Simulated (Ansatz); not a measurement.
One change: `C#C[Se]BF` becomes `C[Se]BF`.

Ansatz, PBE0-D4/def2-TZVP geometries, multiplicity 1. Each molecule was computed in one conformer, which needn't be the lowest.

Scalar relativity is left out up to krypton.

```tsv
property	`C#C[Se]BF`
HOMO energy (B3LYP/def2-TZVPP) / eV	-7.04
HOMO energy (PBE0/def2-TZVPP) / eV	-7.28
LUMO energy (B3LYP/def2-TZVPP) / eV	-1.35
LUMO energy (ωB97M-V/def2-TZVPP) / eV	0.83
zero-point energy (PBE0-D4/def2-TZVP) / kJ/mol	92.1
size of the dipole moment (ωB97M-V/def2-TZVPP) / D	0.23
```

Q: Give the same properties after the change, and the shifts. (Estimate.)

A: Ansatz gave: 
| property | `C[Se]BF` | shift |
| --- | --- | --- |
| HOMO energy (B3LYP/def2-TZVPP) / eV | -7.03 | 0.01 |
| HOMO energy (PBE0/def2-TZVPP) / eV | -7.26 | 0.02 |
| LUMO energy (B3LYP/def2-TZVPP) / eV | -0.86 | 0.49 |
| LUMO energy (ωB97M-V/def2-TZVPP) / eV | 1.28 | 0.45 |
| zero-point energy (PBE0-D4/def2-TZVP) / kJ/mol | 140.3 | 48.2 |
| size of the dipole moment (ωB97M-V/def2-TZVPP) / D | 2.14 | 1.91 |

The zero-point energy changes by 48.2 kJ/mol with +3 modes. Dipoles are sizes alone; their direction can turn.

B3LYP here is the variant with VWN-RPA as its local correlation; programs differ in this.

Spin–orbit coupling is left out; it splits and shifts lone-pair levels of the heavy atoms by tenths of an eV.
